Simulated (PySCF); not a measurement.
# Energy profile

The step: BH₃ + H₂O + NH₃ → BH₃O ([BH2][OH]) + NH₃ + H₂; bonds formed: H2–H7, H5–N8; dative contacts that become bonds: B1–O6; bonds broken: B1–H2, H5–O6, H7–N8 (atoms numbered as in the saddle structure below).

B1  (-0.897, -0.848, -0.333)
H2  (-0.676, 0.272, -1.053)
H3  (-0.069, -1.626, -0.763)
H4  (-2.038, -1.064, -0.679)
H5  (0.889, 0.447, 0.914)
O6  (-0.699, -0.579, 1.090)
H7  (0.242, 0.556, -0.647)
N8  (1.256, 0.879, 0.055)
H9  (-1.523, -0.320, 1.501)
H10  (1.417, 1.871, 0.171)
H11  (2.098, 0.412, -0.255)
(Å)

Electronic energies by CCSD(T) at an estimated basis limit (MP2 extrapolated from triple and quadruple zeta, plus CCSD(T) − MP2 in triple zeta), on PBE0-D4/def2-TZVP structures; BNH$_{8}$O, singlet; no counterpoise correction. Computed with PySCF 2.14 with density fitting (its default auxiliary sets; JK sets also for MP2 and CCSD(T)) (basis: def2-TZVPP and def2-QZVPP); correlated methods freeze the cores. Extrapolation: Hartree–Fock as exp(−7.88 √X), correlation as X^−2.97.

Q: Give the profile in kcal/mol, counted from the separated reactants. (An estimate is asked for; the value comes from the calculation.)

A: The calculation gives:
```csv
point,kcal/mol
"separated: BH$_{3}$ (B1, H2, H3, H4; singlet) + H$_{2}$O (H5, O6, H9; singlet) + NH$_{3}$ (H7, N8, H10, H11; singlet)",0.00
start structure,-29.56
saddle,-13.96
end structure,-33.28
"separated: BH$_{3}$O (linked as [BH2][OH]; B1, H3, H4, O6, H9; singlet) + H$_{2}$ (H2, H7; singlet) + NH$_{3}$ (H5, N8, H10, H11; singlet)",-30.06
```
The saddle lies below the separated reactants: the barrier is submerged.

No T1 diagnostic of these runs exceeds 0.014.

The step is the kind of ligand exchange by which a precursor binds to a hydroxyl group, or is hydrolysed, in atomic layer deposition of oxides.

For scale, one of the runs: CCSD(T)/def2-TZVPP, 205 basis functions, launched by `OMP_NUM_THREADS=4 python run.py`. Hardware: 4 CPU threads of an AMD EPYC 7B13, shared host. Wall time 3.5 min; peak host memory 2.7 GiB.
